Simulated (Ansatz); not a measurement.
**Nudged elastic band run: AlH₅NSi₂, charge +1**

input.yaml

```yaml
crystal:
  periodic: [false, false, false]
  atoms:
    - { symbol: Si, position_ang: [-0.646635, 1.500435, -1.643552] }
    - { symbol: Al, position_ang: [-0.011187, -0.011211, 0.186763] }
    - { symbol: "N", position_ang: [0.757628, -1.563275, 0.837378] }
    - { symbol: Si, position_ang: [0.277241, -0.940316, 2.367955] }
    - { symbol: H, position_ang: [-1.552041, 0.69332, -2.525167] }
    - { symbol: H, position_ang: [-1.333686, 2.662193, -0.994976] }
    - { symbol: H, position_ang: [0.641949, 1.872976, -2.313749] }
    - { symbol: H, position_ang: [1.245235, -2.415812, 0.521866] }
    - { symbol: H, position_ang: [0.621486, -1.798311, 3.563481] }
total_charge: 1
magnetization:
  spin_polarized: true
basis:
  gaussian: { orbitals: def2-SVP }
hamiltonian:
  xc: pbe
  dispersion: d4
neb:
  order_check: false
  images: 6
  f_tol: 0.03
  max_iterations: 60
  climbing: false
  final_atoms:
    - { symbol: Si, position_ang: [-0.28508314, 0.86058212, -1.40260979] }
    - { symbol: Al, position_ang: [-1.03388778, 0.689337, 1.63234352] }
    - { symbol: "N", position_ang: [0.11879601, -0.66079245, 1.41652732] }
    - { symbol: Si, position_ang: [0.87480472, -1.87811013, 2.21395318] }
    - { symbol: H, position_ang: [-0.75162943, -0.53548891, -1.64662021] }
    - { symbol: H, position_ang: [-0.82441038, 1.87923906, -2.35507695] }
    - { symbol: H, position_ang: [1.16595109, 1.00422827, -1.08640091] }
    - { symbol: H, position_ang: [-1.05336195, 1.33391742, -0.07425404] }
    - { symbol: H, position_ang: [1.78881086, -2.69291337, 1.30213688] }
  initial_path:
    images:
      - { positions_ang: [[-0.646635, 1.500435, -1.643552], [-0.011187, -0.011211, 0.186763], [0.757628, -1.563275, 0.837378], [0.277241, -0.940316, 2.367955], [-1.552041, 0.69332, -2.525167], [-1.333686, 2.662193, -0.994976], [0.641949, 1.872976, -2.313749], [1.245235, -2.415812, 0.521866], [0.621486, -1.798311, 3.563481]] }
      - { positions_ang: [[-0.61440274, 1.43680921, -1.61561281], [-0.00703377, -0.02889662, 0.24783204], [0.75361174, -1.57084823, 0.91818699], [0.26950929, -0.94369879, 2.45463357], [-1.50809294, 0.62181116, -2.49283169], [-1.30539667, 2.61535814, -1.02124379], [0.67155187, 1.79509041, -2.28706927], [1.11145827, -2.10200835, 0.17876299], [0.62878496, -1.82361792, 3.61734096]] }
      - { positions_ang: [[-0.58217048, 1.37318343, -1.58767362], [-0.00288054, -0.04658224, 0.30890107], [0.74959547, -1.57842146, 0.99899598], [0.26177758, -0.94708158, 2.54131214], [-1.46414489, 0.55030232, -2.46049638], [-1.27710735, 2.56852328, -1.04751158], [0.70115474, 1.71720481, -2.26038953], [0.97768154, -1.78820471, -0.16434002], [0.63608393, -1.84892485, 3.67120093]] }
      - { positions_ang: [[-0.54993822, 1.30955764, -1.55973442], [0.00127269, -0.06426786, 0.36997011], [0.74557921, -1.58599469, 1.07980497], [0.25404587, -0.95046437, 2.62799071], [-1.42019683, 0.47879347, -2.42816107], [-1.24881802, 2.52168841, -1.07377936], [0.73075762, 1.63931922, -2.2337098], [0.84390481, -1.47440106, -0.50744302], [0.64338289, -1.87423177, 3.72506089]] }
      - { positions_ang: [[-0.49828795, 1.21815009, -1.52531411], [-0.14482742, 0.03581043, 0.57648161], [0.65431749, -1.45706861, 1.16254058], [0.33941211, -1.08443496, 2.60599045], [-1.30585232, 0.30324934, -2.30265439], [-1.17606436, 2.40983785, -1.2680795], [0.80561506, 1.5152124, -2.05837436], [0.51553382, -0.93872543, -0.59260303], [0.81014358, -2.00203211, 3.40201173]] }
      - { positions_ang: [[-0.42721968, 1.09896076, -1.48441267], [-0.44118088, 0.25365262, 0.92843558], [0.47581033, -1.19164322, 1.24720283], [0.51787631, -1.34899335, 2.47531136], [-1.12111136, 0.02366992, -2.08397633], [-1.05884637, 2.23297158, -1.63041198], [0.92572707, 1.34488436, -1.73438321], [-0.00743144, -0.18117781, -0.41982003], [1.13636601, -2.23232586, 2.70205345]] }
      - { positions_ang: [[-0.35615141, 0.97977144, -1.44351123], [-0.73753433, 0.47149481, 1.28038955], [0.29730317, -0.92621784, 1.33186507], [0.69634052, -1.61355174, 2.34463227], [-0.9363704, -0.25590949, -1.86529827], [-0.94162837, 2.05610532, -1.99274447], [1.04583908, 1.17455631, -1.41039206], [-0.53039669, 0.5763698, -0.24703703], [1.46258844, -2.46261961, 2.00209517]] }
      - { positions_ang: [[-0.28508314, 0.86058212, -1.40260979], [-1.03388778, 0.689337, 1.63234352], [0.11879601, -0.66079245, 1.41652732], [0.87480472, -1.87811013, 2.21395318], [-0.75162943, -0.53548891, -1.64662021], [-0.82441038, 1.87923906, -2.35507695], [1.16595109, 1.00422827, -1.08640091], [-1.05336195, 1.33391742, -0.07425404], [1.78881086, -2.69291337, 1.30213688]] }
```

Launched with:

```bash
$ ansatz run input.yaml --threads 2 --pin off --max-ram 3072MiB --backend cpu --events-out ev --progress --plain --runs-dir out
```

Output, in part (warnings, iteration lines, the closing report on the highest movable image, with atoms numbered from 0; the dipole of an ion depends on the origin):

```
NEB end point (image 0): max|allowed force component| = 1.654e-2 eV/Å (the criterion of neb.relax_end_points is 1.000e-2)
NEB end point (image 7): max|allowed force component| = 1.523e-2 eV/Å (the criterion of neb.relax_end_points is 1.000e-2)
NEB iter   1: max|band force component| = 4.618e1 eV/Å  barrier→ = 15.1978 eV  barrier← = 12.8899 eV  Δτ_max = 0.2000 Å  (945 SCF iters)
NEB iter   2: max|band force component| = 1.334e1 eV/Å  barrier→ = 6.3608 eV  barrier← = 4.0530 eV  Δτ_max = 0.2000 Å  (231 SCF iters)
NEB iter   3: max|band force component| = 6.226e0 eV/Å  barrier→ = 4.5398 eV  barrier← = 2.2320 eV  Δτ_max = 0.2000 Å  (230 SCF iters)
NEB iter   4: max|band force component| = 1.788e0 eV/Å  barrier→ = 3.8486 eV  barrier← = 1.5408 eV  Δτ_max = 0.2000 Å  (213 SCF iters)
NEB iter   5: max|band force component| = 1.921e0 eV/Å  barrier→ = 3.2444 eV  barrier← = 0.9366 eV  Δτ_max = 0.2000 Å  (211 SCF iters)
NEB iter   6: max|band force component| = 2.231e0 eV/Å  barrier→ = 3.2379 eV  barrier← = 0.9301 eV  Δτ_max = 0.2000 Å  (240 SCF iters)
NEB iter   7: max|band force component| = 1.977e0 eV/Å  barrier→ = 3.8413 eV  barrier← = 1.5334 eV  Δτ_max = 0.1976 Å  (273 SCF iters)
NEB iter   8: max|band force component| = 1.528e0 eV/Å  barrier→ = 4.0967 eV  barrier← = 1.7888 eV  Δτ_max = 0.1836 Å  (237 SCF iters)
NEB iter   9: max|band force component| = 1.406e0 eV/Å  barrier→ = 3.6001 eV  barrier← = 1.2923 eV  Δτ_max = 0.2000 Å  (233 SCF iters)
NEB iter  10: max|band force component| = 7.657e-1 eV/Å  barrier→ = 3.0248 eV  barrier← = 0.7170 eV  Δτ_max = 0.2000 Å  (270 SCF iters)
NEB iter  11: max|band force component| = 1.124e0 eV/Å  barrier→ = 2.5536 eV  barrier← = 0.2458 eV  Δτ_max = 0.1021 Å  (276 SCF iters)
NEB iter  12: max|band force component| = 1.320e0 eV/Å  barrier→ = 2.4702 eV  barrier← = 0.1624 eV  Δτ_max = 0.0501 Å  (244 SCF iters)
NEB iter  13: max|band force component| = 7.791e-1 eV/Å  barrier→ = 2.4670 eV  barrier← = 0.1591 eV  Δτ_max = 0.0500 Å  (220 SCF iters)
NEB iter  14: max|band force component| = 1.727e-1 eV/Å  barrier→ = 2.4585 eV  barrier← = 0.1507 eV  Δτ_max = 0.0999 Å  (243 SCF iters)
NEB iter  15: max|band force component| = 4.197e-1 eV/Å  barrier→ = 2.4466 eV  barrier← = 0.1387 eV  Δτ_max = 0.0502 Å  (320 SCF iters)
NEB iter  16: max|band force component| = 2.468e-1 eV/Å  barrier→ = 2.4427 eV  barrier← = 0.1349 eV  Δτ_max = 0.0504 Å  (218 SCF iters)
NEB iter  17: max|band force component| = 1.632e-1 eV/Å  barrier→ = 2.4388 eV  barrier← = 0.1310 eV  Δτ_max = 0.0502 Å  (215 SCF iters)
NEB iter  18: max|band force component| = 1.629e-1 eV/Å  barrier→ = 2.4368 eV  barrier← = 0.1290 eV  Δτ_max = 0.0999 Å  (217 SCF iters)
NEB iter  19: max|band force component| = 1.411e-1 eV/Å  barrier→ = 2.4339 eV  barrier← = 0.1260 eV  Δτ_max = 0.1002 Å  (216 SCF iters)
NEB iter  20: max|band force component| = 1.171e-1 eV/Å  barrier→ = 2.4336 eV  barrier← = 0.1257 eV  Δτ_max = 0.0995 Å  (217 SCF iters)
NEB iter  21: max|band force component| = 1.608e-1 eV/Å  barrier→ = 2.4337 eV  barrier← = 0.1259 eV  Δτ_max = 0.0498 Å  (216 SCF iters)
NEB iter  22: max|band force component| = 1.523e-1 eV/Å  barrier→ = 2.4330 eV  barrier← = 0.1252 eV  Δτ_max = 0.0502 Å  (356 SCF iters)
NEB iter  23: max|band force component| = 1.317e-1 eV/Å  barrier→ = 2.4328 eV  barrier← = 0.1250 eV  Δτ_max = 0.0500 Å  (327 SCF iters)
NEB iter  24: max|band force component| = 1.320e-1 eV/Å  barrier→ = 2.4320 eV  barrier← = 0.1242 eV  Δτ_max = 0.0251 Å  (345 SCF iters)
NEB iter  25: max|band force component| = 8.839e-2 eV/Å  barrier→ = 2.4316 eV  barrier← = 0.1237 eV  Δτ_max = 0.0251 Å  (280 SCF iters)
NEB iter  26: max|band force component| = 9.176e-2 eV/Å  barrier→ = 2.4319 eV  barrier← = 0.1241 eV  Δτ_max = 0.0125 Å  (275 SCF iters)
NEB iter  27: max|band force component| = 5.765e-2 eV/Å  barrier→ = 2.4318 eV  barrier← = 0.1240 eV  Δτ_max = 0.0125 Å  (254 SCF iters)
NEB iter  28: max|band force component| = 2.533e-2 eV/Å  barrier→ = 2.4317 eV  barrier← = 0.1239 eV  Δτ_max = 0.0000 Å  (933 SCF iters)
Total energy: -23892.24822386 eV, -878.0239274792 hartree
Atom 0 at    -0.237665     1.101379    -1.927152 Å, force     0.002972    -0.001363     0.002342 eV/Å
Atom 1 at    -1.157710    -0.296312     0.750920 Å, force    -0.006363     0.000959     0.003796 eV/Å
Atom 2 at     0.111854    -1.015882     1.771049 Å, force    -0.000204    -0.006401     0.015452 eV/Å
Atom 3 at     0.356571    -1.747858     3.218210 Å, force     0.007748    -0.002078    -0.001223 eV/Å
Atom 4 at    -1.420847     0.501983    -2.615044 Å, force     0.004195     0.006392    -0.011656 eV/Å
Atom 5 at    -0.528788     2.422400    -1.289469 Å, force    -0.000055    -0.000824    -0.010723 eV/Å
Atom 6 at     1.056381     1.015168    -2.671879 Å, force     0.005187    -0.006007     0.013944 eV/Å
Atom 7 at     0.004608     0.147461    -0.692644 Å, force    -0.019979     0.009610    -0.007710 eV/Å
Atom 8 at     1.815586    -2.128339     3.456008 Å, force     0.006498    -0.000287    -0.004222 eV/Å
Dipole moment:    -0.155989     0.002661     0.032030 e Å
```

It converged. Neighbouring images differ by up to 1.6 eV, so the band resolves the path poorly. No image climbed, so the highest image needn't sit at the top of the path.

Final band (atoms are numbered from 1 in the order of the input):

| image | path coordinate (Å) | energy (eV) | Al2–Si4 (Å) | N3–H8 (Å) | Si1–H8 (Å) |
| --- | --- | --- | --- | --- | --- |
| 0 | 0.00 | 0.00 | 2.39 | 1.03 | 4.86 |
| 1 | 1.58 | 0.04 | 2.39 | 1.03 | 4.58 |
| 2 | 3.16 | 0.67 | 2.64 | 1.02 | 3.66 |
| 3 | 4.74 | 2.28 | 3.34 | 1.15 | 2.83 |
| 4 | 6.32 | 2.43 | 3.24 | 2.73 | 1.58 |
| 5 | 7.90 | 2.37 | 3.24 | 2.92 | 1.60 |
| 6 | 9.48 | 2.34 | 3.24 | 2.85 | 1.60 |
| 7 | 11.05 | 2.31 | 3.25 | 2.75 | 1.61 |

Time of the run: 7.1 min on 2 threads of Intel(R) Xeon(R) 6975P-C (Granite Rapids) (shared host), peak memory 0.25 GiB.
